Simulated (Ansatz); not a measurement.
The cluster Cu₂Te⁺, relaxed as a doublet with UKS B3LYP-D4/def2-TZVP in Ansatz, starting from the B3LYP-D4/def2-TZVP geometry of the neutral singlet. Force threshold 0.02 eV/Å.

In the def2 sets Te takes a core potential; there is no spin–orbit coupling. The structure comes from a short search, and lower isomers may exist.

Start:

| atom | x (Å) | y (Å) | z (Å) |
| --- | --- | --- | --- |
| Cu1 | 0.8808 | 1.0724 | -0.5270 |
| Cu2 | 0.1206 | -1.4481 | -0.3037 |
| Te3 | -1.0014 | 0.3757 | 0.8308 |

```csv
step,energy (eV),largest force component (eV/Å),SCF passes
1,-96574.9097,0.390,25
2,-96574.9293,0.125,26
3,-96574.9416,0.071,25
4,-96574.9557,0.040,24
5,-96574.9694,0.059,23
6 (rejected),-96574.9691,0.025,25
7,-96574.9699,0.001,26
```

Force components are those of the run's own axes.

End:

```xyz
3

Cu    0.9270    1.4836   -0.5031
Cu   -0.0655   -1.8067   -0.2116
Te   -0.8615    0.3232    0.7147
```

By distances, no bond broke or formed, bridged metal pairs apart. The bond that changes most is Cu2–Te3, from 2.42 to 2.46 Å (atoms count from 1). Metal–metal contacts that move far: Cu1–Cu2 2.64 to 3.45 Å.

No frequencies were taken in this run, so the end may be a saddle point.

It took 55 s on 2 threads of AMD EPYC 7R13 on a shared host, peak host memory 0.56 GiB.
